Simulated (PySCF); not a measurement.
# Functional dependence of a UV spectrum

Compound: C3H8O2Si.
Atom-mapped SMILES: `[CH3:1][O:2][CH2:3][SiH2:4][CH:5]=[O:6]` (hydrogens: H7, H8, H9 on C1; H10, H11 on C3; H12, H13 on Si4; H14 on C5)

Linear-response calculations in the def2-SVPD basis (PySCF; singlets by full response, triplets Tamm–Dancoff, core orbitals frozen in the response; HF means time-dependent Hartree–Fock). 'Strongest' is the level of largest summed f among the singlets computed (10 roots, of which the last may lack a degenerate partner); it can jump between rows when another state enters that window. S1 is the lowest singlet of each run and needn't be the same state throughout; f(S1) is that of one state. The structure is a single PBE0-D3(BJ)/def2-SVP conformer in the gas phase; no vibrational or solvent corrections.

```tsv
functional	kind	S1 (eV)	f(S1)	strongest (eV)	T1 (eV)	HOMO (eV)	gap (eV)	ionisation energy, ΔSCF (eV)
LDA	LDA	3.02	0.000	5.73	2.42	-5.77	2.70	9.78
PBE	GGA	3.11	0.000	5.91	2.42	-5.66	2.83	8.96
B3LYP	global hybrid, 20% exact exchange	3.23	0.000	6.18	2.56	-6.91	4.99	9.19
PBE0	global hybrid, 25% exact exchange	3.23	0.000	7.07	2.50	-7.12	5.46	9.34
BHandHLYP	global hybrid, 50% exact exchange	3.37	0.000	8.20	2.68	-8.56	8.14	9.43
CAM-B3LYP	range-separated hybrid	3.25	0.000	7.99	2.56	-8.54	8.11	9.51
wB97X-D	range-separated hybrid	3.26	0.000	7.66	2.62	-9.01	9.24	9.47
LC-wPBE	range-separated hybrid	3.24	0.000	7.35	2.50	-9.80	10.63	9.59
HF	Hartree–Fock	3.62	0.000	9.00	2.89	-10.79	13.20	not settled
```

S1 runs from 3.02 eV (LDA) to 3.62 eV (HF), a spread of 0.60 eV, while the orbital gap spreads over 10.5 eV. −ε(HOMO) comes closest to its own ΔSCF ionisation energy with LC-wPBE (+0.21 eV) and misses most with LDA (-4.01 eV). 'Not settled' means that the ion's SCF failed to converge or may have ended in another state than the lowest.
